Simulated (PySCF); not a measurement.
Compound: C7H11 (doublet state).
Z-matrix (Å and degrees, GFN2-xTB geometry), rows numbered from 1:
```
C 
C   1  1.5056
C   2  1.5374  1  118.74
C   3  1.4391  2  116.75  1   155.79
C   4  1.4871  3  111.05  2    51.96
C   5  1.5437  4  105.28  3    17.35
C   2  1.4908  1  119.70  3   -70.17
H   1  1.0879  2  110.72  3    36.22
H   1  1.0900  2  110.28  3   156.10
H   1  1.0890  2  110.78  3   -84.18
H   2  1.0830  1  114.29  3   142.93
H   3  1.0809  2  116.66  7   113.90
H   4  1.0714  3  125.05  2  -130.26
H   5  1.0937  4  111.88  3   139.02
H   5  1.0994  4  111.33  3  -102.40
H   6  1.0915  5  110.27  4   101.38
H   6  1.0912  5  111.82  4  -138.51
H   7  1.0808  2  118.85  3  -111.76
```

The hyperfine couplings belong to this conformer and change with its torsions.

Identity: `C[C@@H]1[C@H]2[CH]CC[C@@H]12` [radical].

Method: UKS B3LYP, pcH-1 on C H, non-relativistic, mean-field spin-orbit, GIAO in PySCF 2.14.0. Geometry: GFN2-xTB, one conformer, isolated molecule. A GFN2-xTB geometry isn't a minimum of the functional, and hyperfine couplings can be far from their values at a DFT geometry. The SCF solution wasn't tested for stability.

Principal values of hyperfine tensors in MHz (contact and dipolar terms together), for some of the nuclei:

```
atom  isotope      A1      A2      A3
 H15       1H  118.87  121.00  132.37
  C4      13C    4.87    5.21  232.33
 H14       1H   63.89   64.14   76.59
 H13       1H  -98.36  -60.83  -25.13
  C3      13C  -40.03  -39.77  -35.24
  C5      13C  -31.06  -29.02  -27.57
  C7      13C   17.42   18.18   35.08
 H12       1H   15.36   16.94   26.11
```

Problem. Split each tensor into its isotropic and traceless parts, and turn a_iso into mT with g = 2.0027.

Solution. a_iso is a third of the trace, T = A − a_iso, and a(mT) = a(MHz)/(g × 13.996).

| atom | a_iso (MHz) | a_iso (mT) | T1 | T2 | T3 |
| --- | --- | --- | --- | --- | --- |
| H15 | 124.08 | 4.427 | -5.21 | -3.08 | 8.29 |
| C4 | 80.80 | 2.883 | -75.93 | -75.60 | 151.53 |
| H14 | 68.21 | 2.433 | -4.32 | -4.07 | 8.38 |
| H13 | -61.44 | -2.192 | -36.92 | 0.62 | 36.31 |
| C3 | -38.35 | -1.368 | -1.68 | -1.43 | 3.11 |
| C5 | -29.22 | -1.042 | -1.84 | 0.19 | 1.65 |
| C7 | 23.56 | 0.841 | -6.14 | -5.38 | 11.52 |
| H12 | 19.47 | 0.695 | -4.11 | -2.53 | 6.64 |

Problem. What spin density at the nucleus of H13 lies behind its contact coupling (g_N = 5.58569)?

Solution. a_FC = (2μ0/3) gₑ μB g_N μN ρ(0)/(2S·h) = 800.24 MHz × g_N × ρ(0)/(2S), with ρ in bohr⁻³. With a_FC = -61.44 MHz and 2S = 1, ρ(0) = -0.01375 bohr⁻³. In magnitude that is 4.3 % of the 1/π = 0.318 of a free hydrogen atom.

Problem. C2 (13C, g_N = 1.40482) isn't in the table. Its spin density at the nucleus is 0.0622 bohr⁻³. What is its contact coupling?

Solution. By the same relation, a_FC = 69.9 MHz. Its full tensor has the principal values 58.56, 59.03, 92.17 MHz.

Problem. Name the largest traceless tensor T of the table and describe it.

Solution. C4: -75.9, -75.6, 151.5 MHz, axial, in the ratio −1:−1:+2, the form that spin in one p orbital centred on that nucleus gives.

Problem. In a single crystal, with the field along each principal axis of the tensor of C4 in turn, what first-order splitting does this nucleus give (isotropic g, quadrupole terms neglected)?

Solution. 2 lines (I = 1/2), spaced by |A_i|/(g × 13.996): 0.17, 0.19, 8.29 mT along the axes of A1, A2 and A3.
